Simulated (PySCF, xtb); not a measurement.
SnOCl₂, SMILES [O]=[Sn]([Cl])[Cl].

Harmonic wavenumbers (cm⁻¹) from GFN2-xTB run with xtb 6.7.1 at its own minimum, in rising order: 85, 96, 138, 295, 343, 716.

### Question
What does B3LYP-D3(BJ)/def2-SVP (PySCF) give at its own minimum? (The exact figures need the calculation; the answer reports its results.)

### Answer
116, 120, 139, 364, 379, 805. Paired by order, the mean absolute difference is 42 cm⁻¹ and the zero-point energies are 2.4 and 2.7 kcal/mol.
